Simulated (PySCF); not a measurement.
# Nuclear quadrupole coupling in `C#CC(=O)C(F)=C(F)F`

C5HF3O.
Cartesian coordinates in Å at the GFN2-xTB level; atoms count from 1:
```xyz
10
C5HF3O angstrom
C      2.5947    0.8935    0.3240
C      1.5864    0.5203   -0.2115
C      0.3975    0.0757   -0.8797
O      0.2927   -0.0574   -2.0734
C     -0.7164   -0.2114    0.0688
F     -0.4754   -0.0179    1.3776
C     -1.9301   -0.6452   -0.2947
F     -2.2970   -0.8750   -1.5308
F     -2.9160   -0.8973    0.5425
H      3.4724    1.2194    0.8018
```

Field gradients from the PBE0/pcSseg-1 density (PySCF, non-relativistic), principal values in atomic units, ordered |Vxx| ≤ |Vyy| ≤ |Vzz|:

```tsv
atom	Vxx	Vyy	Vzz
O4	0.6289	1.3525	-1.9814
```

**Question.** Find the asymmetry η = (Vxx − Vyy)/Vzz and the couplings χ = eQV/h (234.96 MHz × Q in barn × V in au), with Q(17O) = −0.0256 b.

**Answer.** 
```csv
atom,environment,nucleus,η,χzz (MHz),χxx (MHz),χyy (MHz)
O4,ketone oxygen,17O,0.37,11.92,-3.78,-8.14
```

The tensor is traceless: Vxx + Vyy + Vzz = 0.

**Question.** What is Vzz at O4 in SI units (1 au = 9.71736 × 10²¹ V/m²)?

**Answer.** -1.9814 au = -19.254 × 10²¹ V/m².

Geometry: GFN2-xTB, one conformer, isolated molecule. GFN2-xTB bond lengths can be off by several hundredths of an ångström, more for odd bonds, and the gradients follow them. The basis is small and wasn't made for field gradients, so the couplings can be 20 % off.
